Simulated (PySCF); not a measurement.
A structure optimised at B3LYP-D3(BJ)/def2-TZVP, used in a PySCF frequency run:

```xyz
5

C     -0.1191    -1.1975     0.0000
C      0.4279    -0.0072     0.0000
F     -0.1285     1.1799     0.0000
H     -1.1996    -1.3118     0.0000
H      0.5029    -2.0794     0.0000
```
Charge 0, spin multiplicity 2.

Q: Write its SMILES, formula and point group.

A: C=[C]F, C₂H₂F, Cs

Q: What are its rotational constants (standard atomic weights)?

A: 115.64, 10.246, 9.4121 GHz
